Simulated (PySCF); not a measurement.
H4FGaO3, singlet, PBE0/def2-SVP optimised geometry.

```
9

Ga    -0.70    -1.13     0.00
F      1.07    -1.13     0.00
O     -1.55    -1.86     1.38
H     -0.97    -2.06     2.12
O     -1.51    -0.99    -1.60
H     -2.25    -1.59    -1.74
O     -0.65     0.95     0.00
H     -1.07     1.06    -0.87
H      0.30     1.13    -0.14
```

Density from PBE0/def2-TZVP run with PySCF at that geometry.

Minimum of the electron density along straight lines between bonded atoms, close to the bond critical point (lines longer than 1.1 times the sum of covalent radii, or with two minima, are not listed):

| bond | length / Å | ρ at the minimum / e bohr⁻³ | ∇²ρ there / e bohr⁻⁵ | position (fraction from the first atom) |
|---|---|---|---|---|
| Ga1–F2 | 1.772 | 0.126 | 0.80 | 0.49 |
| Ga1–O3 | 1.779 | 0.138 | 0.73 | 0.48 |
| O3–H4 | 0.962 | 0.357 | -2.39 | 0.80 |
| Ga1–O5 | 1.796 | 0.132 | 0.70 | 0.48 |
| O5–H6 | 0.961 | 0.357 | -2.41 | 0.81 |
| O7–H8 | 0.974 | 0.345 | -2.41 | 0.82 |
| O7–H9 | 0.970 | 0.350 | -2.44 | 0.81 |
